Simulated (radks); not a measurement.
The numbers below are computed, except where a source is named.
Q: Ionisation of the iridium ion Ir2+, [Xe] 4f14 5d7, to Ir3+, [Xe] 4f14 5d6, under several functionals. Scalar-relativistic Kohn-Sham, spin-polarised, spherical densities, finite nucleus; open shells are filled with parallel spins first (spin-orbit coupling, left out, can overturn this in heavy ions); a radial shooting solver on a logarithmic mesh with Libxc functionals. Known Delta-SCF values: TASK exchange with Perdew-Wang LDA correlation 27.984 eV; RPBE 28.917 eV; PBEsol 29.097 eV. What does LDA (Slater exchange, Perdew-Zunger correlation) give, and what is its highest occupied eigenvalue?

A: 29.614 eV by Delta-SCF; the 5d eigenvalue is -23.731 eV. NIST: 28 eV (theoretical).
